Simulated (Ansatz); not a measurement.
# A basis-limit estimate, worked out

An elementary step of BNH6OF2, closed shell (BH₃OF₂ ([OH2][BH]([F])[F]) + NH₃ → BNH₄OF₂ ([NH3][B]([OH])([F])[F]) + H₂; B–H, H–O, H–N broken or loosened, B–O, B–N, H–H, H–N formed or tightened). “Start” and “end” are the PBE0-D4/def2-TZVP structures reached by relaxing down either side of its saddle point, with the molecules still in contact.

Program: Ansatz 0.2.0. Basis: def2-TZVPP and def2-QZVPP. Cores are frozen in the correlated methods.

Energies in eV:

| quantity | end | start |
| --- | --- | --- |
| Hartree–Fock, triple zeta (X = 3) | -9706.34975 | -9705.36689 |
| Hartree–Fock, quadruple zeta (X = 4) | -9706.79664 | -9705.80357 |
| MP2 correlation, X = 3 | -30.09699 | -30.25233 |
| MP2 correlation, X = 4 | -32.63992 | -32.78883 |
| CCSD(T) correlation, X = 3 | -31.65420 | -31.81714 |

Q: Work out the step energy at the basis limit: extrapolate Hartree–Fock as E(X) = E∞ + A exp(−7.88 √X) and the MP2 correlation as E(X) = E∞ + B X^−2.97 (the exponents that Neese and Valeev fitted for def2-TZVPP and QZVPP), then add CCSD(T) − MP2 in triple zeta.

A: Each step is linear, so take the differences first (end − start): Hartree–Fock -0.98286 (X = 3) and -0.99307 (X = 4); MP2 correlation 0.15534 and 0.14891; CCSD(T) correlation 0.16294.
Two points give E∞ = E(4) + w [E(4) − E(3)], with w = 1/(exp(7.88 (2 − √3)) − 1) = 0.1377 for Hartree–Fock and w = 1/((4/3)^2.97 − 1) = 0.7407 for the correlation.
Hartree–Fock: -0.99307 + 0.1377 × (-0.01021) = -0.9945 eV.
MP2 correlation: 0.14891 + 0.7407 × (-0.00643) = 0.1441 eV.
CCSD(T) − MP2: 0.16294 − 0.15534 = 0.0076 eV.
Sum: -0.9945 + 0.1441 + 0.0076 = -0.8428 eV, or -19.44 kcal/mol. Plain CCSD(T) in triple zeta gives -0.8199 eV, so the larger basis shifts the result by -0.0229 eV.

No T1 diagnostic of these runs exceeds 0.012.

The step is the kind of ligand exchange by which a precursor binds to a hydroxyl group, or is hydrolysed, in atomic layer deposition of oxides.

Labels in which every atom is bracketed show which atoms are joined, not bond orders.

For scale, one of the runs: CCSD(T)/def2-TZVPP, 239 basis functions, launched by `ansatz run in.yaml --threads 4 --pin off --events-out ev --progress --plain --max-ram 9574MiB`. Hardware: 4 CPU threads of an Intel Xeon, shared host. Wall time 3.5 min; peak host memory 5.1 GiB.
